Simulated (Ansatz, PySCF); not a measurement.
Process, species as SMILES: [Br][Sb][Br] → [Br][Sb][Br] as singlet, charge -1 (an electron is taken up)
Geometries: B3LYP-D3(BJ)/def2-TZVP minima from Ansatz (an electronic-structure program).
Geometry of the first species:
```
Sb
Br 1 2.5221
Br 1 2.5221 2 99.99
```
Charge 0, spin multiplicity 2.

Property: adiabatic electron affinity (electronic energy difference), positive where the reaction releases energy, in eV. Correlated levels leave the core frozen unless marked. UHF or UKS for open shells. Spin-orbit coupling is left out. Frozen are the shells of the preceding noble gas and the d and f shells that filled before the atom's block. In def2 rows, elements after Kr have scalar-relativistic effective core potentials. Anions need diffuse functions: def2-D sets add few; the other sets have none. Basis-set limits of correlation are two-point, X^-3; Hartree-Fock from the larger set. [CCSD(T)-MP2]/basis is that difference in the basis named.

```tsv
level	program	adiabatic electron affinity (eV)	minus last row
PBE-D3(BJ)/def2-TZVPD	Ansatz + dftd3	1.79	-0.24
BP86/def2-TZVPD	PySCF	1.94	-0.09
B97M-V/def2-TZVPD	Ansatz	1.79	-0.24
B3LYP-D4/def2-TZVPD	Ansatz + dftd4	1.98	-0.05
B3LYP/def2-TZVPD	Ansatz	1.98	-0.05
PBE0-D3(BJ)/def2-TZVPD	Ansatz + dftd3	1.84	-0.19
M06-2X/def2-TZVPD	PySCF	1.84	-0.19
HSE06-D3(BJ)/def2-TZVPD	Ansatz + dftd3	1.83	-0.20
B2PLYP-D3(BJ)/def2-TZVPD	Ansatz + dftd3	1.88	-0.15
B2PLYP/def2-TZVPD	Ansatz	1.88	-0.15
MP2/def2-TZVPPD	Ansatz	1.83	-0.20
SCS-MP2/def2-TZVPP	Ansatz	1.77	-0.26
CCSD/def2-SVP	Ansatz	1.44	-0.59
CCSD(T)/def2-TZVPPD	Ansatz	1.90	-0.13
RI-MP2/CBS(def2-TZVPPD,def2-QZVPPD)+[CCSD(T)-MP2]/def2-TZVPPD	Ansatz	2.03	0.00
```
